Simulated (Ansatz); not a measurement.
One change: `O=C[SiH2]O[SiH3]` becomes `O=C[SiH2]Cl`.

Ansatz, PBE0-D4/def2-TZVP geometries, multiplicity 1. Each molecule was computed in one conformer, which needn't be the lowest.

```csv
property,`O=C[SiH2]O[SiH3]`
LUMO energy (PBE0/def2-TZVPP) / eV,-1.76
LUMO energy (ωB97M-V/def2-TZVPP) / eV,0.55
HOMO energy (B3LYP/def2-TZVPP) / eV,-7.03
HOMO–LUMO gap (ωB97M-V/def2-TZVPP) / eV,10.09
HOMO energy (PBE0/def2-TZVPP) / eV,-7.23
size of the dipole moment (B3LYP/def2-TZVPP) / D,1.89
```

Task: Give the same properties after the change, and the shifts. (Estimate.)

Result: Ansatz gave: 
```csv
property,`O=C[SiH2]Cl`,shift
LUMO energy (PBE0/def2-TZVPP) / eV,-2.03,-0.27
LUMO energy (ωB97M-V/def2-TZVPP) / eV,0.26,-0.29
HOMO energy (B3LYP/def2-TZVPP) / eV,-7.21,-0.18
HOMO–LUMO gap (ωB97M-V/def2-TZVPP) / eV,9.97,-0.12
HOMO energy (PBE0/def2-TZVPP) / eV,-7.42,-0.19
size of the dipole moment (B3LYP/def2-TZVPP) / D,1.01,-0.88
```

With PBE0 the HOMO falls by 0.19 eV and the LUMO falls by 0.27 eV, so the gap narrows by about 0.08 eV. PBE moves the HOMO by -0.19 eV and ωB97M-V by -0.17 eV. Dipoles are sizes alone; their direction can turn.

B3LYP here is the variant with VWN-RPA as its local correlation; programs differ in this.
